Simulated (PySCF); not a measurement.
A GIAO shielding run with PySCF (density fitting, non-relativistic, gas phase) on `BNCCC`, C$_{3}$H$_{10}$BN:

```
{"job": {"kind": "nmr", "xc": "PBE0", "basis": "6-31G", "pop": true}, "charge": 0, "multiplicity": 1}
B     -2.613267    -0.095104    -0.409147
N     -1.424836    -0.319348     0.271439
C     -0.178141     0.395304     0.119500
C      0.951493    -0.471780    -0.422575
C      2.256573     0.291195    -0.578545
H     -3.565837    -0.803491    -0.175989
H     -2.664653     0.804968    -1.217571
H     -1.377918    -1.081681     0.939996
H      0.130625     0.830750     1.088330
H     -0.358086     1.242638    -0.560158
H      1.100978    -1.334160     0.251543
H      0.634289    -0.894495    -1.390625
H      2.594505     0.710946     0.382616
H      3.059776    -0.357980    -0.957007
H      2.147808     1.130285    -1.283968
```

Hardware: 1 thread of an x86-64 server CPU, shared host. The job also computes population analyses, field gradients.

Question: How large is the calculation?

Answer: 40 electrons, 65 basis functions and 578 auxiliary functions.

Question: How long does it take?

Answer: 4.1 s of wall time, with 12 SCF cycles and 4 response iterations. Times on a shared host scatter by some tens of per cent.

Question: And these other runs on the same molecule and hardware: GIAO shielding at B97-2/pcSseg-1; GIAO shielding at BHandHLYP/pcSseg-1; GIAO shielding at CAM-B3LYP/pcSseg-1; GIAO shielding at LC-wPBE/pcSseg-1; GIAO shielding at PBE0/6-311+G(2d,p); GIAO shielding at PBE0/6-31G*?

Answer: B97-2/pcSseg-1: 135 functions, 7.9 s; BHandHLYP/pcSseg-1: 135 functions, 8.7 s; CAM-B3LYP/pcSseg-1: 135 functions, 15 s; LC-wPBE/pcSseg-1: 135 functions, 14 s; PBE0/6-311+G(2d,p): 195 functions, 17 s; PBE0/6-31G*: 90 functions, 5.5 s.
